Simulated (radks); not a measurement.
Q: The mean radii <r> (bohr) of the occupied orbitals of an atom or ion are listed with their occupations. All-electron calculation, scalar-relativistic Kohn-Sham, PBE, spin-unpolarised, spherical densities, point nucleus. Program: a radial shooting solver on a logarithmic mesh with Libxc functionals.

orbital  occ.      <r>
1s          2  0.02905
2s          2   0.1255
2p          6   0.1096
3s          2   0.3393
3p          6   0.3377
3d         10   0.3146
4s          2   0.8186
4p          6   0.8858
4d         10    1.097
5s          2    2.312
5p          1    2.941
6p          1    9.441

Name the element and its charge.

A: Z = 50, tin, charge 0: Sn in [Kr] 4d10 5s2 5p1 6p1. The 1s radius gives Z: for a bare nucleus <r> = (2 gamma + 1)/(2Z) with gamma = sqrt(1 - (Z/c)^2), 0.02862 bohr for Z = 50, and screening makes it slightly larger (0.02905 here). The occupations add up to 50, and the charge is Z minus that.
